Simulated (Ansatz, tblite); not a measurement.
Removing and adding an electron: In₁₀Sb₁₁H₂₈⁺, a nanocrystal cut from wurtzite InSb (hydrogen-capped). The state is a singlet with charge 1. Geometry: PBE-D4/def2-SVP. Ansatz, gas phase; energy differences of separate SCF runs; the oxidised species was run as a doublet alone; the reduced species was run as a doublet alone.

```xyz
49

Sb    1.6814    4.1601   -2.9126
In   -0.7517    2.4740   -3.3523
Sb    1.8216   -2.3028   -3.6658
In   -0.2693   -4.4254   -3.9495
Sb    4.0920    1.1025   -1.1957
In    3.6389    3.9252   -0.8365
In    1.9396   -0.8382   -1.2271
Sb   -0.4335    0.6732   -1.1281
Sb   -1.2960   -3.7824   -1.2967
In   -2.5875   -1.2354   -1.0793
Sb    1.7415    3.8186    1.3292
In   -0.4818    1.9596    1.3757
Sb   -3.0030    3.2747    1.5189
Sb   -3.8564   -0.8223    1.4549
In   -5.4767    1.5949    1.6478
Sb    2.2838   -2.4380    1.0601
In    0.3804   -4.5950    0.8450
In    2.8243   -0.3633    3.0184
Sb    0.0139    0.1857    3.5009
Sb   -1.2682   -4.0183    3.1424
In   -2.3605   -1.4269    3.7902
H     2.6625    4.2579   -4.3191
H     1.3068    5.8357   -2.8631
H    -0.3171    1.6289   -4.8010
H    -2.0124    3.5969   -2.9628
H     1.7823   -1.0720   -4.8622
H     3.4360   -2.8012   -3.9709
H    -1.3399   -3.7385   -5.1182
H     0.6677   -5.8731   -3.8399
H     4.8874    1.0072   -2.7182
H     5.4203    0.5501   -0.2636
H     5.0176    4.9550   -0.6607
H    -2.6072   -4.8796   -1.0898
H    -3.7080   -0.9827   -2.3934
H     1.0798    5.4062    1.3696
H     2.5167    3.9076    2.8554
H    -2.9401    4.3881    0.2136
H    -2.8311    4.4444    2.7639
H    -5.0155   -2.0951    1.4989
H    -6.2002    1.8787    0.1051
H    -5.9660    1.7982    3.2925
H     3.7956   -3.1672    0.6790
H     1.1198   -6.1648    0.8787
H     3.2366    0.9859    1.9515
H     3.6634   -0.9371    4.4157
H    -0.0584    1.2877    4.8210
H    -2.6026   -5.0948    3.0582
H    -0.5628   -4.7132    4.5461
H    -3.0640   -1.3298    5.3738
```

In the def2 sets In, Sb take a core potential; there is no spin–orbit coupling. The xTB rows come from tblite. Single mean-field runs in def2-SVP are fitted with def2-universal-jkfit. HOMO above LUMO, or a gap near zero within one spin, warns that the state may not be the lowest or that an electron is smeared out.

```
           level  −HOMO (eV)  vertical IE (eV)  −LUMO (eV)  vertical EA (eV)  HOMO–LUMO gap (eV)  IE − EA (eV)
        GFN1-xTB       11.69             12.87       10.02              8.91                1.67          3.95
        GFN2-xTB       12.44                 –       10.17              9.01                2.27             –
PBE0-D4/def2-SVP        8.69              9.63        4.68              3.90                4.01          5.73
```

Problem. Estimate the rows for PBE-D4/def2-SVP, revPBE-D4/def2-SVP.

Solution. 
```tsv
level	−HOMO (eV)	vertical IE (eV)	−LUMO (eV)	vertical EA (eV)	HOMO–LUMO gap (eV)	IE − EA (eV)	remarks
PBE-D4/def2-SVP	7.86	9.21	5.31	4.14	2.56	5.08	gap within one spin near zero (+2 doublet), gap within one spin near zero (doublet)
revPBE-D4/def2-SVP	7.82	9.23	5.22	4.12	2.60	5.11	gap within one spin near zero (+2 doublet), gap within one spin near zero (doublet)
```

   Raw xTB energy differences between charge states are shifted by several eV; the methods need an empirical correction for them.
